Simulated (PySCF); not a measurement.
**Computed properties of Ga(H)2(OEt) (C₂H₇GaO), SMILES [GaH2][O]CC**

C2H7GaO, SMILES CC[O][GaH2]. The structure is a stationary point at TPSSh-D3(BJ)/def2-SVP. One conformer was computed; it need not be the lowest. All values are computed for the isolated molecule unless a solvent is named; none is compared with measurement here.

**Structure.** The optimised structure has Cs symmetry. All 27 harmonic modes at TPSSh-D3(BJ)/def2-SVP (PySCF) are real, so it is a minimum. With heavy atoms numbered as in [GaH2:1][O:4][CH2:5][CH3:6], the shortest bond between them is O4–C5 at 1.411 Å and the longest Ga1–O4 at 1.788 Å.

**Vibrations.** The strongest infrared lines (harmonic, unscaled, degenerate partners summed) lie at 1173 cm⁻¹ (213 km/mol, C 47 %, O 39 %, H 14 %), 733 cm⁻¹ (170 km/mol, H 97 %), 2024 cm⁻¹ (158 km/mol, H 99 %). The softest mode is at 55 cm⁻¹ and the zero-point energy is 52.3 kcal/mol.

**Electronic structure.** HF/def2-TZVP (PySCF) places the frontier levels at -11.32 and 1.53 eV, a gap of 12.85 eV, and gives a dipole moment of 1.35 D and a mean polarisability of 52.1 bohr³. PBE/def2-TZVP (PySCF) at the same geometry gives -6.33 and -1.91 eV, so its gap is 8.43 eV narrower. An orbital gap is neither the optical nor the fundamental gap.

**Excitations.** TDDFT-CAM-B3LYP/def2-SVPD (PySCF) has S1 at 5.38 eV (231 nm, f = 0.000, dark); the most intense of the 10 singlets computed lies at 8.46 eV (f = 0.08). T1 (TDA) is at 5.07 eV. TDDFT-PBE/def2-SVPD (PySCF) puts S1 at 4.56 eV. No vertical singlet excitation falls in the visible range (under 3.1 eV).

**NMR.** GIAO shifts at HF/pcSseg-1 (PySCF) (non-relativistic, atoms alike by connectivity averaged): ¹³C from 25.1 to 61.3 ppm against TMS; ¹H from 1.6 to 5.0 ppm against TMS.
